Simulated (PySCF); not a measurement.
Isomers of [C7H10NO2]- (charge -1), from PBE0-D3(BJ)/def2-SVP geometry optimisation, gas phase in PySCF. One conformer each, no zero-point energy, no frequencies.

Question: Which isomer lies lower at this level?
A. `[CH3:1]/[N:2]=[CH:3]\[CH2:4]/[C:5]([O-:6])=[CH:7]/[C:8]([CH3:9])=[O:10]` (charge -1) with N2–C3–C4–C5 106°, C3–C4–C5–O6 76°, C5–C7–C8–C9 -1°: A = 2221, B = 721.8, C = 594.2 MHz, dipole 4.34 D
B. `[CH3:1][N:2]([CH3:3])[C:4](/[CH:5]=[CH:6]\[O-:7])=[CH:8]/[CH:9]=[O:10]` (charge -1) with N2–C4–C5–C6 -1°, C4–C8–C9–O10 0°: A = 1991, B = 933.1, C = 727.5 MHz, dipole 3.40 D

Answer: A. That is `C/N=C\C/C([O-])=C/C(C)=O`, 11.3 kcal/mol below the other.

```tsv
SMILES	mapped SMILES	E (Eh)	relative (kcal/mol)	relative (kJ/mol)	dipole about centre of mass (D)
C/N=C\C/C([O-])=C/C(C)=O	[CH3:1]/[N:2]=[CH:3]\[CH2:4]/[C:5]([O-:6])=[CH:7]/[C:8]([CH3:9])=[O:10]	-477.10026	0.0	0.0	4.34
CN(C)C(/C=C\[O-])=C/C=O	[CH3:1][N:2]([CH3:3])[C:4](/[CH:5]=[CH:6]\[O-:7])=[CH:8]/[CH:9]=[O:10]	-477.08220	11.3	47.4	3.40
```
